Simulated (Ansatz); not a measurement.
`C[B-]([SH2+])(Cl)Cl`, relaxed with RKS PBE0-D4/def2-TZVP in Ansatz from a PBE-D4/def2-SVP geometry. The force threshold is 0.005 eV/Å; the program also tests the step.

Charge 0, multiplicity 1.

Start:

```xyz
10

C    -0.251    0.487   -1.277
B     0.204   -0.616   -0.240
S    -0.580    0.288    1.770
Cl   -0.733   -2.173   -0.189
Cl    1.983   -0.786    0.086
H    -1.349    0.642   -1.288
H     0.253    1.462   -1.123
H     0.035    0.136   -2.293
H     0.405    1.204    2.003
H     0.035   -0.645    2.550
```

Task: How much energy does the relaxation release, and in how many steps? (An estimate is asked.)

Result: Computed: 1.04 kcal/mol, in 8 steps.

Task: Which bonds change most? (Best estimate.)

Result: Computed: B2–S3 from 2.339 to 2.148 Å; S3–H10 from 1.363 to 1.344 Å; S3–H9 from 1.365 to 1.346 Å; C1–H8 from 1.112 to 1.094 Å.

Task: Give the relaxed structure. (An estimate is asked.)

Result: Ansatz gave: 
```xyz
10

C    -0.252    0.492   -1.248
B     0.177   -0.568   -0.163
S    -0.549    0.246    1.687
Cl   -0.741   -2.143   -0.166
Cl    1.967   -0.762    0.104
H    -1.334    0.646   -1.278
H     0.241    1.458   -1.111
H     0.050    0.116   -2.230
H     0.398    1.173    1.921
H     0.043   -0.660    2.484
```
